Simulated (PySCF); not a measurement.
BFO.

```xyz
3

F      0.0000     0.0000     1.1962
B      0.0000     0.0000    -0.0860
O      0.0000     0.0000    -1.2920
```
Charge 0, spin multiplicity 1.

Geometry: PBE0-D3(BJ)/def2-TZVP.

Level of theory: PySCF with KT2/pcSseg-2. Non-relativistic, no solvent.

Computed absolute GIAO shielding of each atom: isotropic value and principal components (ppm):
| atom | σ(iso) | σ11 | σ22 | σ33 | span |
|---|---|---|---|---|---|
| F1 | 378.7 | 324.5 | 324.5 | 487.0 | 162.6 |
| B2 | 97.0 | 33.5 | 33.5 | 224.0 | 190.5 |
| O3 | 203.1 | 98.0 | 98.0 | 413.4 | 315.4 |
